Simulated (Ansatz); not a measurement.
Program: Ansatz. Geometries: PBE0-D4/def2-TZVP. ΔE: electronic, gas phase. CCSD(T)/CBS is the MP2 limit (def2-TZVPP, def2-QZVPP) plus CCSD(T) − MP2 in def2-TZVPP, frozen cores. Functionals use def2-TZVPP. B3LYP here is the variant with VWN-RPA as its local correlation; programs differ in this. One conformer a species, not always the lowest.

`CN[SiH](C)O` → `C[SiH2]NCO`  (isomerisation)

```
             level  ΔE (kcal/mol)  difference from CCSD(T)/CBS
           ωB97M-V           40.1                         -0.8
               PBE           37.0                         -3.9
            r2SCAN           39.9                         -1.0
              PBE0           38.2                         -2.7
             B3LYP           39.2                         -1.7
SCS-MP2/def2-TZVPP           40.8                         -0.1
   CCSD/def2-TZVPP           40.2                         -0.7
CCSD(T)/def2-TZVPP           39.9                         -1.0
     HF/def2-QZVPP           40.7                         -0.2
     MP2/CBS(def2)           42.6                          1.7
       CCSD(T)/CBS           40.9                            0
```

Largest T1 diagnostic among the species: 0.011.

From PBE to PBE0 (25 % exact exchange), in def2-TZVPP and without D4, ΔE moves by +1.2 kcal/mol.
